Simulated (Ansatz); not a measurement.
The multiplicity is imposed and other spin states were not computed.

Species: [Hf(OCH3)3(OH)] (charge 0, multiplicity 1).

Give a relaxed geometry from r2SCAN-D4/def2-SVP in Ansatz (an electronic-structure program).

This is not unique; one that fits is the end point of this relaxation, one of several conformers.
Cartesian coordinates (Å) in one orientation:
```xyz
18

Hf     0.161     0.393     0.390
O      0.204    -0.086     2.270
C      0.231    -0.434     3.612
H     -0.792    -0.552     4.015
H      0.743     0.338     4.216
H      0.765    -1.390     3.767
O     -1.686     0.500    -0.195
C     -2.999     0.607    -0.627
H     -3.645     1.040     0.159
H     -3.414    -0.383    -0.894
H     -3.076     1.255    -1.520
O      1.074    -0.980    -0.634
C      1.739    -1.937    -1.385
H      2.366    -1.468    -2.166
H      1.026    -2.616    -1.890
H      2.400    -2.556    -0.750
O      1.038     2.104     0.124
H      1.472     2.949     0.016
```
